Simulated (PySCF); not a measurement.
## Shapes and spin states of MnCl2

Level of theory: PySCF, PBE, basis Mn def2-TZVP, Cl def2-TZVP (no relativity, density fitting).

Relaxations began from a few typed shapes and spin states; open shells are unrestricted. The search is not exhaustive: other isomers or separated fragments can lie lower, and high-lying points may rest on an excited occupation.

```
                                spin  group               bonds           angles  imaginary modes (cm⁻¹)  ΔE (kJ/mol)  ΔE with ZPE (kJ/mol)
                              sextet    D∞h  Mn–Cl 2.168 Å (×2)  Cl–Mn–Cl 180.0°                    none          0.0                   0.0
broken-symmetry Ms = 3/2 (⟨S²⟩ 4.71)    D∞h  Mn–Cl 2.151 Å (×2)  Cl–Mn–Cl 180.0°                    none        157.3                 157.3
                             quartet    C2v  Mn–Cl 2.112 Å (×2)  Cl–Mn–Cl 156.2°                    none        181.1                 180.7
broken-symmetry Ms = 1/2 (⟨S²⟩ 2.65)    D∞h  Mn–Cl 2.134 Å (×2)  Cl–Mn–Cl 180.0°                    none        218.2                 218.3
broken-symmetry Ms = 1/2 (⟨S²⟩ 2.64)    D∞h  Mn–Cl 2.136 Å (×2)  Cl–Mn–Cl 180.0°                    none        228.1                 228.0
```

The lowest minimum found is the sextet D∞h: Mn–Cl 2.168 Å (×2); Cl–Mn–Cl 180.0°.

Formally Mn is in oxidation state +2, d5, with 5 unpaired electrons (the high-spin count). The Mulliken spin on Mn is 4.81. The polar-tensor charge on Mn, 1.18, is far below the formal one.

For the lowest minimum: other spin states or occupations of the open shell can lie lower.

The electron or spin density has lower symmetry than the nuclear frame for the broken-symmetry Ms = 3/2 (⟨S²⟩ 4.71) D∞h at 157.3 kJ/mol, broken-symmetry Ms = 1/2 (⟨S²⟩ 2.65) D∞h at 218.2 kJ/mol, broken-symmetry Ms = 1/2 (⟨S²⟩ 2.64) D∞h at 228.1 kJ/mol.
